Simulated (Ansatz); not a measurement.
`C[Si](C)(C)C#Cc1cnc(-c2cnc(-c3cnc(C#C[Si](C)(C)C)s3)s2)s1` with charge +1. Total charge 1; doublet. Geometry r2SCAN-D4/def2-SVP, that of the neutral singlet.

Cartesian coordinates in Å:
```
C 2.384 -1.156 8.691
Si 0.523 -0.900 8.651
C -0.371 -2.549 8.746
C -0.021 0.231 10.048
C 0.079 -0.083 7.055
C -0.225 0.474 6.001
C -0.577 1.123 4.809
C -1.232 2.343 4.640
N -1.450 2.741 3.372
C -0.986 1.865 2.501
C -1.091 2.048 1.077
C -1.675 3.133 0.428
N -1.664 3.100 -0.918
C -1.082 2.009 -1.374
C -0.933 1.719 -2.775
C -1.371 2.526 -3.825
N -1.133 2.071 -5.070
C -0.510 0.908 -5.050
C -0.117 0.163 -6.177
C 0.229 -0.492 -7.158
Si 0.718 -1.419 -8.684
C 1.839 -0.306 -9.698
C 1.616 -2.983 -8.163
C -0.848 -1.829 -9.634
S -0.179 0.301 -3.422
S -0.498 0.928 -0.111
S -0.229 0.459 3.228
H 2.920 -0.197 8.617
H 2.717 -1.794 7.857
H 2.688 -1.643 9.633
H -1.463 -2.414 8.704
H -0.129 -3.067 9.689
H -0.081 -3.209 7.913
H 0.480 1.210 9.988
H -1.108 0.407 10.019
H 0.224 -0.215 11.026
H -1.558 2.960 5.480
H -2.121 3.970 0.970
H -1.879 3.478 -3.660
H 2.148 -0.812 -10.628
H 2.750 -0.039 -9.138
H 1.326 0.629 -9.974
H 0.972 -3.628 -7.544
H 1.923 -3.563 -9.049
H 2.522 -2.750 -7.581
H -0.605 -2.373 -10.563
H -1.525 -2.462 -9.038
H -1.397 -0.915 -9.910
```

Single mean-field runs in def2-TZVP are fitted with def2-universal-jkfit.

Task: Estimate the α-spin orbital energies around the gap (eV) in Ansatz with LDA (SPW92)/def2-TZVP, PBE-D4/def2-TZVP, PBE0-D4/def2-TZVP.

Result: 
```tsv
orbital	LDA (SPW92)/def2-TZVP	PBE-D4/def2-TZVP	PBE0-D4/def2-TZVP
HOMO−5	-9.94	-9.81	-11.04
HOMO−4	-9.74	-9.60	-10.79
HOMO−3	-9.53	-9.38	-10.63
HOMO−2	-9.51	-9.35	-10.51
HOMO−1	-9.31	-9.15	-10.20
HOMO	-8.78	-8.61	-9.58
LUMO	-6.87	-6.68	-6.23
LUMO+1	-5.95	-5.76	-5.10
LUMO+2	-5.42	-5.15	-4.35
LUMO+3	-5.10	-4.89	-4.08
LUMO+4	-4.76	-4.54	-3.69
LUMO+5	-4.62	-4.37	-3.47
β HOMO	-9.20	-8.99	-9.72
β LUMO	-8.61	-8.36	-8.13
```
